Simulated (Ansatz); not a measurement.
One change: `[OH][Ge]([OH])([OH])[Cl]` becomes `O[Si](O)(O)Cl`.

Ansatz, PBE0-D4/def2-TZVP geometries, multiplicity 1. Each molecule was computed in one conformer, which needn't be the lowest.

Scalar relativity is left out up to krypton.

```tsv
property	`[OH][Ge]([OH])([OH])[Cl]`
HOMO–LUMO gap (ωB97M-V/def2-TZVPP) / eV	12.89
HOMO energy (PBE/def2-TZVPP) / eV	-7.70
HOMO energy (B3LYP/def2-TZVPP) / eV	-9.03
LUMO energy (ωB97M-V/def2-TZVPP) / eV	1.22
LUMO energy (PBE0/def2-TZVPP) / eV	-0.61
size of the dipole moment (PBE/def2-TZVPP) / D	0.82
```

Problem. Give the same properties after the change, and the shifts. (Best estimate.)

Solution. The calculation gave: 
```json
{"property": "HOMO–LUMO gap (ωB97M-V/def2-TZVPP) / eV", "`O[Si](O)(O)Cl`": "13.35", "shift": "0.46"}
{"property": "HOMO energy (PBE/def2-TZVPP) / eV", "`O[Si](O)(O)Cl`": "-7.57", "shift": "0.13"}
{"property": "HOMO energy (B3LYP/def2-TZVPP) / eV", "`O[Si](O)(O)Cl`": "-8.84", "shift": "0.19"}
{"property": "LUMO energy (ωB97M-V/def2-TZVPP) / eV", "`O[Si](O)(O)Cl`": "1.89", "shift": "0.67"}
{"property": "LUMO energy (PBE0/def2-TZVPP) / eV", "`O[Si](O)(O)Cl`": "0.39", "shift": "1.00"}
{"property": "size of the dipole moment (PBE/def2-TZVPP) / D", "`O[Si](O)(O)Cl`": "0.52", "shift": "-0.30"}
```

With PBE0 the HOMO rises by 0.19 eV and the LUMO rises by 1.00 eV, so the gap widens by about 0.81 eV. PBE moves the HOMO by 0.13 eV and ωB97M-V by 0.21 eV. Dipoles are sizes alone; their direction can turn.

B3LYP here is the variant with VWN-RPA as its local correlation; programs differ in this.
